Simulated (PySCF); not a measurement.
# Spin-rotation constants: SMILES C=C/N=C1/CCC1=O, C$_{6}$H$_{7}$NO

Cartesian coordinates in Å; atom numbers follow the order of the lines, from 1:
```xyz
15

C     2.658   -0.154   -0.683
C     1.928   -1.063   -0.041
N     0.586   -1.268   -0.208
C    -0.321   -0.396   -0.167
C    -1.802   -0.511   -0.428
C    -1.961    0.984   -0.086
C    -0.466    1.056    0.200
O     0.265    1.918    0.597
H     3.729   -0.142   -0.603
H     2.203    0.567   -1.341
H     2.388   -1.829    0.571
H    -2.312   -1.196    0.246
H    -2.047   -0.786   -1.453
H    -2.271    1.621   -0.911
H    -2.582    1.207    0.779
```

The calculation used GIAO HF/pcSseg-1 magnetisability, rotational g tensor and spin-rotation constants, non-relativistic, gas phase in PySCF 2.14.0. Geometry: GFN2-xTB.

Question: Give the nuclear spin-rotation constants along the inertial axes (H = +C I·J) beside the isotropic shieldings.

Answer: Rotational constants 3.8116, 1.6625, 1.2335 GHz. A star marks the isotopologue with that one atom substituted, in its own axes.
| atom | isotope | Caa (kHz) | Cbb (kHz) | Ccc (kHz) | mean (kHz) | σ (ppm) |
| --- | --- | --- | --- | --- | --- | --- |
| N3 | 14N | 1.456 | 0.330 | 0.055 | 0.614 | -147.9 |
| H9 | 1H | 0.222 | -0.154 | -0.138 | -0.024 | 27.5 |
| H10 | 1H | -0.152 | -0.161 | -0.010 | -0.108 | 27.4 |
| H11 | 1H | 0.007 | -0.162 | -0.004 | -0.053 | 24.8 |
| H12 | 1H | -0.374 | -0.071 | -0.050 | -0.165 | 29.2 |
| H13 | 1H | -0.421 | -0.099 | -0.016 | -0.178 | 29.3 |
| H14 | 1H | -0.261 | -0.193 | -0.004 | -0.153 | 29.4 |
| H15 | 1H | -0.091 | -0.205 | -0.050 | -0.115 | 29.4 |
| C1 | 13C* | 1.414 | 0.288 | 0.311 | 0.671 | 86.1 |
| C2 | 13C* | 1.777 | 0.377 | 0.351 | 0.835 | 46.2 |
| C4 | 13C* | 1.486 | 0.743 | 0.293 | 0.841 | 25.9 |
| C5 | 13C* | 0.489 | 0.280 | 0.168 | 0.312 | 165.8 |
| C6 | 13C* | 0.585 | 0.263 | 0.208 | 0.352 | 155.3 |
| C7 | 13C* | 1.882 | 0.808 | 0.309 | 1.000 | -9.4 |
| O8 | 17O* | -2.379 | -1.981 | -0.068 | -1.476 | -366.8 |

For the geometry as given, no vibrational averaging.

Question: How do the rotational constants and the g tensor change when H9, H10, H11, H12, H13, H14, H15 are replaced by deuterium?

Answer: Constants 3.3999, 1.4179, 1.0860 GHz; g -0.0648, -0.0179, -0.0107, against -0.0722, -0.0209, -0.0122 before.
